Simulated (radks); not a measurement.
These are the eigenvalues of the occupied orbitals of an atom or ion with whole-number occupations (eV). All-electron calculation, Dirac Kohn-Sham, PBE, spin-unpolarised, spherical densities, finite nucleus; Fermi nuclear charge, rms radius of each element as measured or else 0.836 A^(1/3) + 0.57 fm. Program: a radial shooting solver on a logarithmic mesh with Libxc functionals.

| orbital | eigenvalue |
|---|---|
| 1s1/2 | -26710.72 |
| 2s1/2 | -4138.792 |
| 2p1/2 | -3867.184 |
| 2p3/2 | -3674.727 |
| 3s1/2 | -932.3210 |
| 3p1/2 | -823.6275 |
| 3p3/2 | -789.0135 |
| 3d3/2 | -597.2329 |
| 3d5/2 | -590.1639 |
| 4s1/2 | -289.0510 |
| 4p1/2 | -251.8704 |
| 4p3/2 | -244.7905 |
| 4d3/2 | -184.0257 |

Which element is it, and in what charge state? The configuration may be excited. Open shells, if any, fill j = l - 1/2 first.

Answer. Z = 48, cadmium, charge +10: Cd10+ in [Kr] 4d2. The list shows which subshells hold electrons but not how many an open one holds; the 1s level, -981.6 hartree, gives Z - s = 44.3 by -(Z - s)^2/2, which with screening and relativity narrows Z to a few neighbours, and the depths of the outer levels then fix element, charge and occupations together.
